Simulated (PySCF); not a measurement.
Sn(vinyl)4 (C8H12Sn), SMILES C=[CH][Sn]([CH]=C)([CH]=C)[CH]=C.

The structure is a stationary point at B3LYP-D3(BJ)/def2-SVP. The isomer is the one that the SMILES or the coordinates give; other isomers of the formula were not compared. The def2 effective core potentials stand for the cores of Sn; spin–orbit coupling is left out. The values are those of a single conformer.

Method: PBE/def2-SVP (PySCF).

Isolated molecule, no solvent.

```
Property                                                                                                           Value
---------------------------------------------------------------------------------------------  -------------------------
total energy                                                                                          -525.56718 hartree
highest occupied level                                                                                          -6.24 eV
lowest empty level                                                                                              -1.28 eV
orbital gap                                                                                                      4.95 eV
dipole moment                                                                                                     0.03 D
quadrupole, principal values (traceless, Buckingham form, about the centre of nuclear charge)      -2.13, 0.48, 1.64 D·Å
mean static polarisability                                                                        124.6 bohr³ (18.47 Å³)
polarisability, principal values                                                               109.3, 118.4, 146.2 bohr³
```
